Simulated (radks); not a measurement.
Neutral gold inside a hard spherical wall (all orbitals vanish at R), configuration held at [Xe] 4f14 5d10 6s1 and not refilled when levels cross. Method: scalar-relativistic Kohn-Sham, PBEsol, spin-polarised, spherical densities, point nucleus; open shells are filled with parallel spins first (spin-orbit coupling, left out, can overturn this in heavy ions); computed with a radial shooting solver on a logarithmic mesh with Libxc functionals. Eigenvalues in eV for spin up, with the zero of energy where the potential of the charges vanishes at infinity; a dash marks a level that is unbound or too diffuse for the functional's potential to be trusted. A positive occupied level is held by the wall or, in an anion where self-interaction has pushed it up, behind a barrier. The pressure on the wall is -dE/dV.

R (bohr)  E (hartree)  kinetic (hartree)    e(4f)    e(5p)   e(5d)   e(6s)  e(6p, empty)  e(7s, empty)  pressure (GPa)
free      -19006.6209          21270.170  -81.161  -59.779  -7.009  -6.136             -             -               0
20        -19006.6209          21270.170  -81.161  -59.779  -7.009  -6.136        -0.936             -        < 0.0001
15        -19006.6209          21270.170  -81.161  -59.779  -7.009  -6.136        -0.929         0.334        < 0.0001
10        -19006.6208          21270.171  -81.153  -59.772  -7.003  -6.129        -0.794         1.655         0.00244
8         -19006.6197          21270.182  -81.091  -59.709  -6.945  -6.069        -0.442         3.864          0.0550
6         -19006.6042          21270.296  -80.561  -59.195  -6.480  -5.522         1.041        10.773            1.48
5         -19006.5533          21270.602  -79.412  -58.112  -5.505  -4.263         3.478        19.978            9.11
2.5       -19002.2647          21288.663  -49.881  -33.486  20.748  42.446        67.831        182.78            3390
2         -18993.1377          21323.891  -18.664   -7.301  53.330  112.00        152.07        358.21           19400
